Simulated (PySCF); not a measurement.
Some computed properties have been withheld. Give your best values.

Species: CH8O3Si3.
SMILES with atom numbers: `[O:1]=[CH:2][SiH2:3][O:4][SiH2:5][O:6][SiH3:7]` (hydrogens: H8 on C2; H9, H10 on Si3; H11, H12 on Si5; H13, H14, H15 on Si7)

Conformer (atom-mapped SMILES and torsion angles): `[O:1]=[CH:2][SiH2:3][O:4][SiH2:5][O:6][SiH3:7]`: O1–C2–Si3–O4 176°, C2–Si3–O4–Si5 175°, Si3–O4–Si5–O6 -16°, O4–Si5–O6–Si7 -19°.

```csv
property,level,value
point group of the GFN2-xTB geometry,GFN2-xTB,C1
"rotational constants A, B, C of the GFN2-xTB geometry",GFN2-xTB,"3.248, 0.602, 0.522 GHz"
dipole moment,CAM-B3LYP/def2-SVPD,2.83 D
HOMO energy,CAM-B3LYP/def2-SVPD,?
LUMO energy,CAM-B3LYP/def2-SVPD,-0.49 eV
lowest singlet excitation,TDDFT CAM-B3LYP/def2-SVPD,?
strongest line among the 8 lowest singlet transitions,TDDFT CAM-B3LYP/def2-SVPD,"S5 at 7.39 eV (168 nm, f = 0.087)"
lowest triplet excitation (Tamm–Dancoff),TDA CAM-B3LYP/def2-SVPD,?
static isotropic polarisability,CAM-B3LYP/def2-SVPD,?
electronic spatial extent ⟨r²⟩ about the centre of nuclear charge,CAM-B3LYP/def2-SVPD,?
13C chemical shifts (computed TMS as zero) by class,GIAO PBE0/pcSseg-1,?
1H chemical shifts (computed TMS as zero) by class,GIAO PBE0/pcSseg-1,?
"isotropic shieldings of nuclei other than C and H, by class",GIAO PBE0/pcSseg-1,"-639 (O1), 283 (O4), 292 (O6), 391 (Si7), 394 (Si5), 409 (Si3) ppm"
```

The electronic properties come from PySCF, for the isolated species, density fitting. GFN2-xTB frequencies show an imaginary mode (38i cm⁻¹), so this geometry is no minimum at that level.

(1) Give the electronic spatial extent ⟨r²⟩ about the centre of nuclear charge.

(2) What is the lowest triplet excitation (Tamm–Dancoff)?

(3) The 13C chemical shifts (computed TMS as zero) by class?

(4) What is the lowest singlet excitation?

(5) Give the static isotropic polarisability.

(6) Give the HOMO energy.

(7) Give the 1H chemical shifts (computed TMS as zero) by class.

Results:

(1) 2046 bohr².

(2) 2.49 eV.

(3) 252.0 (C2) ppm.

(4) 3.18 eV (390 nm, f = 0.000).

(5) 93.8 au.

(6) -8.49 eV.

(7) 12.43 (H8), 5.32 (H13/H14/H15), 5.10 (H11/H12), 4.89 (H9/H10) ppm.

The rotational constants make it an asymmetric top with κ = (2B − A − C)/(A − C) = -0.94, nearer the prolate limit (−1). In wavenumbers S1 is 25600 cm⁻¹ (1 eV = 8065.54 cm⁻¹).

For the TDDFT job (CAM-B3LYP/def2-SVPD), time: 99 s of wall time; peak memory 1.1 GiB. Hardware: an Arm Neoverse N1 with one thread, no GPU, shared host with 64 logical CPUs at a one-minute load of 58.

One conformer stands for the species.
